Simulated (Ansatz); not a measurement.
Reaction (SMILES): BN (BH2-NH2) → B[NH-] + H+
B3LYP-D3(BJ)/def2-TZVP geometries, fixed; electronic energies without zero-point terms.

Basis-set convergence of the deprotonation energy at CCSD(T) with Ansatz (a quantum-chemistry and plane-wave program). All functions are spherical. Cores are frozen. The proton leaves the site shown, which need not be the most acidic. No added dispersion term, no relativity. Functions are those of the species that has most. Reference: Hartree-Fock in aug-cc-pVQZ plus the correlation part extrapolated as X^-3 from aug-cc-pVTZ and aug-cc-pVQZ, 388.11 kcal/mol, itself unsure by roughly 0.08 kcal/mol (a third of the extrapolation step and of the last Hartree-Fock step). Deviations are taken from unrounded values.

```csv
basis,functions,deprotonation energy (kcal/mol),minus reference (kcal/mol)
cc-pVDZ,48,396.97,8.87
aug-cc-pVDZ,82,385.46,-2.65
cc-pVTZ,116,392.56,4.45
jun-cc-pV(T+d)Z,134,388.33,0.23
aug-cc-pVTZ,184,387.80,-0.31
cc-pVQZ,230,390.21,2.11
aug-cc-pVQZ,344,388.05,-0.05
```

The smallest set listed that lies within 0.5 kcal/mol of the reference with all its larger relatives (same family, alike in diffuse functions; a set with none counts only in the reference's own line) is jun-cc-pV(T+d)Z (134 functions, 0.23 kcal/mol off).
